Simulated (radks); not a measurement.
Charge is removed step by step from the 4p1/2 level of Ga, starting from [Ar] 3d10 4s2 4p(1/2: 1, 3/2: 0). All-electron calculation, Dirac Kohn-Sham, LDA (Slater exchange, Perdew-Wang correlation), spin-unpolarised, spherical densities, finite nucleus; Fermi nuclear charge, rms radius 3.9973 fm. Program: a radial shooting solver on a logarithmic mesh with Libxc functionals.

| removed (e) | E - E(0) (eV) | eigenvalue (eV) | E minus straight line (eV) |
|---|---|---|---|
| 0 | 0.000 | -2.779 | 0.000 |
| 0.125 | 0.393 | -3.513 | -0.353 |
| 0.25 | 0.880 | -4.279 | -0.612 |
| 0.375 | 1.464 | -5.076 | -0.773 |
| 0.5 | 2.150 | -5.899 | -0.833 |
| 0.625 | 2.940 | -6.747 | -0.789 |
| 0.75 | 3.837 | -7.618 | -0.637 |
| 0.875 | 4.845 | -8.509 | -0.375 |
| 1 | 5.965 | -9.420 | 0.000 |

Removing the whole electron costs 5.965 eV by Delta-SCF, against 2.779 eV from minus the eigenvalue at the starting occupation. Slater's transition state (half an electron removed) gives 5.899 eV. Integrating minus the eigenvalue over the occupation (Janak's theorem) gives 5.965 eV. The mean slope of the eigenvalue, de/dn, is 6.64 eV per electron. Ionisation energy of Ga in the NIST Atomic Spectra Database: 5.999 eV (measured).

Beside tabulated values, note that spin-unpolarised runs miss the spin-polarisation part of the exchange energy of open shells.
